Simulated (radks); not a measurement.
Nd4+, configuration [Kr] 4d10 4f2 5p6 6p2 (not the ground configuration).

Method: Dirac Kohn-Sham, PBEsol, spin-unpolarised, spherical densities, point nucleus; open shells fill j = l - 1/2 first; computed with a radial shooting solver on a logarithmic mesh with Libxc functionals.

Energy parts (eV):
total: -261744.82
kinetic: 282293.66
electron-nucleus: -636044.54
Hartree: 97909.45
exchange-correlation: -5903.40

Orbitals (lengths in bohr, moments of r in powers of bohr; <r^-3> diverges for s and p1/2):
orbital  occ.  eigenvalue (eV)      <r^4>  <r^-3>
1s1/2       2        -43411.72  1.528e-06       -
2s1/2       2        -7076.259  0.0002483       -
2p1/2       2        -6698.474  0.0001553       -
2p3/2       4        -6178.832  0.0001969    7945
3s1/2       2        -1590.161   0.009946       -
3p1/2       2        -1428.873   0.009179       -
3p3/2       4        -1325.177    0.01097    1631
3d3/2       4        -1044.140   0.008227   269.9
3d5/2       6        -1021.730   0.008696   243.7
4s1/2       2        -370.1500     0.2466       -
4p1/2       2        -309.0900     0.2841       -
4p3/2       4        -286.1942     0.3369   361.5
4d3/2       4        -185.5262     0.4863   50.61
4d5/2       6        -181.4097     0.5127   45.24
5p1/2       2         -76.4573      8.570       -
5p3/2       4         -72.2245      10.04   67.08
4f5/2       2         -64.9329      1.720   6.535
4f7/2       0         -64.3884      1.765   6.371
6p1/2       2         -29.8169      160.7       -
6p3/2       0         -28.7843      180.6   16.56

The highest occupied level is 6p1/2 at -29.817 eV. The configuration is held as typed, so some empty levels lie below it. The density falls to 0.001 e/bohr^3 at r = 4.52 bohr.
